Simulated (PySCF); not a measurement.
**`C[C@@H]1COC=C[Si@H]1F`, C5H9FOSi**

Molfile (atoms numbered from 1):
```
C5H9FOSi
     RDKit          3D

 17 17  0  0  0  0  0  0  0  0999 V2000
   -1.7485    0.5660   -0.5004 C   0  0  0  0  0  0  0  0  0  0  0  0
   -0.8597   -0.5724   -0.0093 C   0  0  2  0  0  0  0  0  0  0  0  0
   -0.2922   -0.2544    1.3756 C   0  0  0  0  0  0  0  0  0  0  0  0
    0.5206    0.9054    1.4521 O   0  0  0  0  0  0  0  0  0  0  0  0
    1.5840    1.0117    0.6416 C   0  0  0  0  0  0  0  0  0  0  0  0
    1.8771    0.2874   -0.4435 C   0  0  0  0  0  0  0  0  0  0  0  0
    0.6340   -0.9082   -1.1416 Si  0  0  1  0  0  4  0  0  0  0  0  0
    1.0708   -2.4572   -0.9256 F   0  0  0  0  0  0  0  0  0  0  0  0
   -1.1723    1.4839   -0.5959 H   0  0  0  0  0  0  0  0  0  0  0  0
   -2.1756    0.3272   -1.4712 H   0  0  0  0  0  0  0  0  0  0  0  0
   -2.5636    0.7482    0.1993 H   0  0  0  0  0  0  0  0  0  0  0  0
   -1.4728   -1.4702    0.1081 H   0  0  0  0  0  0  0  0  0  0  0  0
    0.2979   -1.1136    1.7264 H   0  0  0  0  0  0  0  0  0  0  0  0
   -1.0954   -0.0626    2.0938 H   0  0  0  0  0  0  0  0  0  0  0  0
    2.2294    1.8087    0.9973 H   0  0  0  0  0  0  0  0  0  0  0  0
    2.7998    0.5164   -0.9516 H   0  0  0  0  0  0  0  0  0  0  0  0
    0.3596   -0.8043   -2.5649 H   0  0  0  0  0  0  0  0  0  0  0  0
  1  2  1  0
  2  3  1  0
  3  4  1  0
  4  5  1  0
  5  6  2  0
  6  7  1  0
  7  8  1  0
  7  2  1  0
  1  9  1  0
  1 10  1  0
  1 11  1  0
  2 12  1  1
  3 13  1  0
  3 14  1  0
  5 15  1  0
  6 16  1  0
  7 17  1  6
M  END
```

Computed with TDDFT CAM-B3LYP/def2-SVPD circular dichroism and optical rotation, one conformer, gas phase in PySCF 2.14.0. Geometry: GFN2-xTB.

States above about 8.5 eV (minus the energy of the highest occupied orbital) lie near or above the ionisation threshold and depend on the basis.

(1) Draw the ECD and absorption spectra from the lowest 16 states, each a Gaussian of half-width 0.2 eV at 1/e height.

## Answers

(1) 
| E (eV) | λ (nm) | Δε (L mol⁻¹ cm⁻¹) | ε (L mol⁻¹ cm⁻¹) |
| --- | --- | --- | --- |
| 5.65 | 220 | -0.05 | 25.7 |
| 5.75 | 216 | -0.44 | 244 |
| 5.85 | 212 | -2.54 | 1400 |
| 5.95 | 208 | -8.88 | 4900 |
| 6.05 | 205 | -18.80 | 10400 |
| 6.15 | 202 | -24.14 | 13300 |
| 6.25 | 198 | -18.81 | 10400 |
| 6.35 | 195 | -8.98 | 4920 |
| 6.45 | 192 | -3.21 | 1540 |
| 6.55 | 189 | -3.08 | 788 |
| 6.65 | 186 | -6.35 | 1370 |
| 6.75 | 184 | -9.16 | 2010 |
| 6.85 | 181 | -8.08 | 1830 |
| 6.95 | 178 | -4.30 | 1010 |
| 7.05 | 176 | -1.05 | 381 |
| 7.15 | 173 | +1.88 | 336 |
| 7.25 | 171 | +7.80 | 1020 |
| 7.35 | 169 | +17.23 | 2330 |
| 7.45 | 166 | +23.15 | 3360 |
| 7.55 | 164 | +19.50 | 3190 |
| 7.65 | 162 | +11.41 | 2330 |
| 7.75 | 160 | +6.37 | 1640 |
| 7.85 | 158 | +4.51 | 1410 |
| 7.95 | 156 | +2.76 | 1890 |
| 8.05 | 154 | +2.35 | 3120 |
| 8.15 | 152 | +9.94 | 4350 |
| 8.25 | 150 | +22.85 | 5000 |
| 8.35 | 149 | +18.01 | 5670 |
| 8.45 | 147 | -18.70 | 6770 |
| 8.55 | 145 | -54.55 | 7390 |
| 8.65 | 143 | -46.51 | 6800 |

Δε uses R in velocity form, ε uses f in length form. Only the states computed contribute, so the short-wavelength end is incomplete.
